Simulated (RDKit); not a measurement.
Input file for RDKit: MMFF94 on C2H7N (SMILES CNC), a point of a torsion scan.

```python
from rdkit import Chem
from rdkit.Chem import AllChem, rdDetermineBonds

blocks = [
'''10

C     1.27217155    0.21603222    0.01065213
N    -0.05260667   -0.15855047   -0.47284622
C    -0.18970865   -1.56115074   -0.80184000
H     1.94099931   -0.64630613    0.03889007
H     1.18316271    0.60727504    1.02756372
H     1.73679246    0.98410292   -0.60922589
H    -0.30524651    0.40386830   -1.27769326
H     0.51560869   -1.91097801   -1.57247242
H    -1.20445343   -1.74146631   -1.15352607
H    -0.02935473   -2.14917237    0.10215245
''',
]
mol = None
for b in blocks:
    f = Chem.MolFromXYZBlock(b)
    rdDetermineBonds.DetermineBonds(f, charge=0)
    mol = f if mol is None else Chem.CombineMols(mol, f)
Chem.SanitizeMol(mol)
print(Chem.MolToSmiles(Chem.RemoveHs(mol)))
ff = AllChem.MMFFGetMoleculeForceField(mol, AllChem.MMFFGetMoleculeProperties(mol), nonBondedThresh=100.0, ignoreInterfragInteractions=False)
e = ff.CalcEnergy()
print(f'MMFF94 energy {e:.6f} kcal/mol')
```

Output:

```
CNC
MMFF94 energy 4.857321 kcal/mol
```

The run finished.

Cost: around 0.020 core-seconds (rough).
